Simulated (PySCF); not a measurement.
**Vertical excitation energies**

InH2(CCH), C2H3In.
SMILES: `[H][In]([H])[C]#C`

Method: PySCF 2.14.0, density-fitted response routines, TDDFT B3LYP/def2-SVPD, vertical, gas phase, core orbitals frozen in the response, def2 core potentials past Kr. Geometry: PBE0-D3(BJ)/def2-SVP; no solvent, vibrations or thermal averaging. Spin–orbit coupling is left out.

Problem. What does the calculation give for the low-lying excited states?

Solution. 

| state | E (eV) | ν̃ (cm⁻¹) | f | symmetry | main configurations (H = HOMO, L = LUMO) |
| --- | --- | --- | --- | --- | --- |
| S1 | 4.15 | 33480 | 0.0000 | – | H→L (99%) |
| S2 | 4.84 | 39060 | 0.060 | A1 | H-1→L (94%) |
| S3 | 5.18 | 41820 | 0.0000 | – | H-2→L (99%) |
| S4 | 5.76 | 46460 | 0.016 | B1 or B2 | H-3→L (99%) |
| S5 | 6.53 | 52660 | 0.027 | B1 or B2 | H→L+1 (90%) |
| S6 | 6.54 | 52710 | 0.0011 | – | H-1→L+3 (90%) |
| S7 | 6.71 | 54090 | 0.0042 | B1 or B2 | H-1→L+1 (96%) |
| S8 | 6.91 | 55730 | 0.089 | A1 | H→L+3 (56%), H-1→L+5 (36%) |
| S9 | 7.01 | 56550 | 0.0003 | – | H→L+2 (90%) |
| S10 | 7.06 | 56950 | 0.0000 | – | H→L+5 (90%) |

Triplets (Tamm–Dancoff): T1 3.97 eV, H→L (96%); T2 4.08 eV, H-1→L (91%); T3 4.83 eV, H-2→L (96%); T4 5.32 eV, H→L+3 (80%).

The lowest singlet lies at 4.15 eV (299 nm, ultraviolet) and is dark (f under 0.0005); its leading configuration is HOMO→LUMO (99%). The strongest level in the table is S8 at 6.91 eV (179 nm, f = 0.089). S5/S6 lie within about 0.01 eV of each other. Löwdin shares by element: HOMO carbon 73%, indium 10%, hydrogen 6% or more; LUMO indium 64%, carbon 20%, hydrogen 7% or more. Weighted by f, the mean energy of these states is 6.13 eV. Orbital energies (eV): HOMO-3 -9.12, HOMO-2 -8.54, HOMO-1 -7.82, HOMO -7.52, LUMO -2.31, LUMO+1 -0.25, LUMO+2 0.30. The vertical ionisation energy (ΔSCF) is 9.80 eV, 2.74 eV above S10. Symmetry labels in C2v follow from the direction of the transition dipole and are given only for states with f of 0.002 or more; B1 and B2 swap with the choice of axes. The window holds the lowest 10 singlets.

On one thread of an Arm Neoverse V1, no GPU, on a shared host, this took 21 s wall (grids of density and orbitals included) and 0.41 GiB of memory at its peak.
